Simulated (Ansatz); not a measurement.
Job for Ansatz (a program for electronic structure): R-B3LYP/def2-TZVPP on isopropylamine (SMILES CC(C)N), a point of a torsion scan.

Ansatz 0.2 input:
```yaml
crystal:
  periodic: [false, false, false]
  atoms:
    - {symbol: C, position_ang: [-0.58393543, 1.25983036, 0.28941177]}
    - {symbol: C, position_ang: [-0.07291657, -0.04716837, -0.33920477]}
    - {symbol: C, position_ang: [1.00969060, 0.22530173, -1.38126870]}
    - {symbol: N, position_ang: [0.50439758, -0.87645100, 0.71338736]}
    - {symbol: H, position_ang: [-0.08450675, 2.12050537, -0.14564132]}
    - {symbol: H, position_ang: [-0.36887355, 1.25623580, 1.35475974]}
    - {symbol: H, position_ang: [-1.65551354, 1.37651880, 0.15188071]}
    - {symbol: H, position_ang: [-0.91491339, -0.55612272, -0.84682416]}
    - {symbol: H, position_ang: [1.34208399, -0.70385383, -1.84050329]}
    - {symbol: H, position_ang: [1.86289804, 0.69808591, -0.90223015]}
    - {symbol: H, position_ang: [0.62817115, 0.87846474, -2.16177961]}
    - {symbol: H, position_ang: [0.89393375, -1.72692651, 0.32073434]}
    - {symbol: H, position_ang: [-0.20820492, -1.14274941, 1.38452828]}
basis:
  gaussian:
    orbitals: def2-TZVPP
hamiltonian:
  xc: {name: B3LYP}
scf: {lower_state_search: off}
```

Task: Give the final energy of this run.

Result: -174.5631 hartree.

Task: How many basis functions does it have, and what does it roughly cost on one machine?

Result: 250 functions; around 6 core-seconds (rough).
